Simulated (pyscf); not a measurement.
Structures and frequencies: ωB97X-D3(BJ)/def2-SVP in PySCF.

Question: Cl–GeH₂–Ge(Cl)(Cl)–Cl (SMILES [Cl][GeH2][Ge]([Cl])([Cl])[Cl]) → Cl–Ge(Cl)(Cl)–Cl (SMILES [Cl][Ge]([Cl])([Cl])[Cl]) + GeH₂ (SMILES [GeH2]) [singlet]
Surface: singlet. Broken: Cl–Ge, Ge–Ge. Formed: Cl–Ge. Give ΔE‡ and ΔE from r²SCAN/def2-TZVP, relative to the reactant's lowest minimum found.

Answer: ΔE‡ = 2.07 eV, ΔE = +2.31 eV. ωB97M-D3(BJ)/def2-TZVP gives 1.99 eV and +2.02 eV. Zero-point energy shifts the barrier by -0.07 eV. It is a 1,1-elimination, with an imaginary mode of 87i cm⁻¹. On the product side the descent ends in a bound adduct, 0.40 eV under the separated species and 0.10 eV under the saddle at ωB97X-D3(BJ)/def2-TZVP. At r²SCAN the saddle lies under the separated products, which points to a path from their complex (located at ωB97X-D3(BJ) alone), and parting the products costs more than the saddle. At ωB97X-D3(BJ)/def2-TZVP the barrier from the zero used here is 2.12 eV. One saddle was located; it need not be the lowest between these sides. Elements up to Kr have no core potential and no relativistic terms here.
